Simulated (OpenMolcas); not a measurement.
## Cu2+: ligand-field states by method

Cu2+ with 4 ligands (fluoride) in square-planar coordination (D4h) at 1.88 Å. A charge of +0.5 e stands 3.2 Å behind each ligand. Ligand basis ANO-RCC-VDZP.
```
Cu    0.0000    0.0000    0.0000
F     1.8800    0.0000    0.0000
F     0.0000    1.8800    0.0000
F    -1.8800    0.0000    0.0000
F     0.0000   -1.8800    0.0000
```

```yaml
Program: OpenMolcas 26.06
Basis: ANO-RCC-VTZP [6s5p3d2f1g]
Scalar_Hamiltonian: DKH2, point nucleus
Active_space: 9 electrons in 5 orbitals (3d)
State_averaging: 2S+1 = 2 even, 5 roots
Spin-orbit_coupling: RASSI with atomic mean-field integrals over the reference wave functions
```

I. CASSCF
II. SS-CASPT2, IPEA 0.25 Eh, imaginary shift 0.1 Eh (closed shells correlated: 3s 3p and the ligand valence shells)

Spin-free states (labels of D4, the rotations of D4h) in cm-1, each column counted from its own energy of the first state listed:

| State | Degeneracy | I | II |
| --- | --- | --- | --- |
| 2B1 | 1 | 0 | 0 |
| 2B2 | 1 | 8734 | 11860 |
| 2E | 2 | 12833 | 16200 |
| 2A1 | 1 | 14226 | 18400 |

From I to II, I's first state of the same spin (2B2) moves from 8734 to 11860 cm-1, by about +3100 cm-1.

χT at 300 K: I 0.52, II 0.48 cm3 K/mol.

Ligand-to-metal charge-transfer states are missing. With metal d orbitals alone and no dynamic correlation the field as a rule comes out too small, by tens of per cent, by up to half for chloride and softer ligands, and the orbital part of g and χT, which goes as 1/10Dq, too large (holds for I). A single d shell leaves out the double-shell effect, which counts most for late 3d ions, where the CASPT2 field can be off either way by tens of per cent (holds for II). Free-ion shares, where given, are those of the reference states; single-state CASPT2 does not remix them (holds for II). No measured value stands beside these numbers; the geometry is a model, was not optimised and need not be the one that this ion takes.
